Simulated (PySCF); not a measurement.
# From computed data to an observable: chemical shift, span and skew from a shielding tensor

C₂H₅NO₂Si, SMILES C1=N[SiH2]OCO1. Atoms are numbered in the order given.

```xyz
11

C      1.5128    -0.1907    -0.2798
N      0.7132    -1.1608    -0.4403
Si    -0.9506    -0.9889     0.0377
O     -1.0359     0.6063     0.6134
C     -0.1659     1.4814    -0.0243
O      1.2122     1.0872     0.0565
H      2.6061    -0.2842    -0.3905
H     -1.2975    -1.8786     1.1690
H     -1.8646    -1.2104    -1.1147
H     -0.2119     2.4667     0.4590
H     -0.4084     1.5838    -1.1025
```

Geometry optimised at B3LYP-D3(BJ)/def2-SVP. This is a generated structure with no PubChem entry under its InChIKey; it may be hypothetical. One conformer was computed; it need not be the lowest.

GIAO shieldings from PySCF with KT2/pcSseg-1, non-relativistic, no solvent. The symmetric part of the tensor of N2 has the principal values -109.3, -45.0, 206.6 ppm. The same nucleus in NH3 has σ = 266.2 ppm at this level (PySCF, at its B3LYP-D3(BJ)/def2-TZVP geometry).

**Question.** Work out the isotropic shielding, the ¹⁵N shift against NH3, the span and the skew.

**Answer.** 
σ(iso) = (σ11 + σ22 + σ33)/3 = 17.4 ppm. δ = σ(ref) − σ(iso) = 266.2 − (17.4) = 248.8 ppm.
Span Ω = σ33 − σ11 = 315.9 ppm. Skew κ = 3(σ(iso) − σ22)/Ω = 0.59. Tumbling in solution averages the tensor to δ; in a static solid the shielding alone would spread this spin-1/2 line over Ω.
